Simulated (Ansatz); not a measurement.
Job for Ansatz (an electronic-structure program): U-r2SCAN/def2-TZVPP on H5InSi (SMILES [SiH3][InH2]), a point of a bond scan (R = 1.564 Å). Elements past Kr take the def2 small-core potentials; no spin–orbit coupling.

Ansatz 0.2 input:
```yaml
crystal:
  periodic: [false, false, false]
  atoms:
    - {symbol: In, position_ang: [-0.32667194, -0.55207065, 0.06665595]}
    - {symbol: H, position_ang: [0.09925477, -1.58918838, 1.15703768]}
    - {symbol: H, position_ang: [-1.69916802, -0.94453524, -0.92206221]}
    - {symbol: Si, position_ang: [0.98424778, 1.66633835, -0.20679277]}
    - {symbol: H, position_ang: [0.75722458, 2.53069909, 0.98114900]}
    - {symbol: H, position_ang: [0.57858736, 2.43360543, -1.41049999]}
    - {symbol: H, position_ang: [2.44423217, 1.40737952, -0.29782067]}
basis:
  gaussian:
    orbitals: def2-TZVPP
hamiltonian:
  xc: {name: r2SCAN}
magnetization: {spin_polarized: true, initial_magnetization: 0}
```

The head of its log:

```
WARN ansatz: RAYON_NUM_THREADS=1 ignored (pool sized by the plan → 1); use --threads N
Functional definition: r2SCAN
integrals: 0.07 GiB planned
971 factors; their error is unknown
mean field: 0.68 GiB planned
mean field evaluation 1: about -13131.8896 eV, gradient 1.5e1 eV
mean field evaluation 2: about -13132.3563 eV, gradient 1.4e1 eV
```

Task: What total energy does the run end on?

Result: -482.6386 hartree.
